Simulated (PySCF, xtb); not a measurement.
3-silylprop-2-yn-1-amine (C₃H₇NSi), SMILES NCC#C[SiH3].

GFN2-xTB run with xtb at its own geometry gives an orbital gap of 4.50 eV and a dipole moment of 0.83 D.

Geometry: PBE0-D3(BJ)/def2-SVP. One conformer was computed; it need not be the lowest.

Q: What does PBE/def2-TZVP (PySCF) give? (Estimate from the structure and the level; the computed values follow.)

A: gap 4.89 eV (levels -5.92 and -1.03 eV), dipole 0.44 D.
